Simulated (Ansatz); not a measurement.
Ideal-gas functions of `[OH][GeH]1[O][AlH]1` at 800 K and 1 bar, from an Ansatz frequency run at PBE0-D4/def2-TZVP.

Molar mass 134.61 g/mol, point group C1 (symmetry number 1), electronic degeneracy 1, moments of inertia 50.171, 206.493, 209.878 u Å². Harmonic wavenumbers (cm⁻¹, unscaled): 151, 193, 270, 366, 408, 419, 619, 627, 698, 734, 862, 939, 1955, 2133, 3899.

Use S(trans) = R[1.5 ln M + 2.5 ln T − 1.1517]; rotational temperatures θ = 24.2544 K / I; S(rot) = R[ln(√π/σ · √(T³/θAθBθC)) + 1.5]; for each mode x = 1.438777 ν̃/T, S = R[x/(eˣ − 1) − ln(1 − e⁻ˣ)] and H = RT x/(eˣ − 1); 1 cm⁻¹ = 0.0119627 kJ/mol; R = 8.31446 J/(mol·K).

**Question.** By hand: the entropy, in J/(mol·K).

**Answer.** Translation 190.5. Rotation: θ = 0.4834, 0.1175, 0.1156 K, giving 121.5. Vibration, mode by mode: 19.18, 17.15, 14.40, 11.94, 11.07, 10.86, 7.84, 7.74, 6.95, 6.58, 5.45, 4.88, 1.15, 0.88, 0.06, in all 126.1. Electronic 0.0. Sum 438.1 J/(mol·K).

**Question.** By hand: H − E and G − E in kJ/mol, counted from the electronic energy.

**Answer.** Zero-point energy ½ × 14273 × 0.0119627 = 85.4; thermal vibration 50.6; translation, rotation and pV give 4 RT = 26.6. H − E = 162.6 kJ/mol, and G − E = 162.6 − 800 × 438.1/1000 = -187.9 kJ/mol.

Vibration gives 29 % of the entropy. The sum counts one conformer and one mirror image; others add a mixing term.
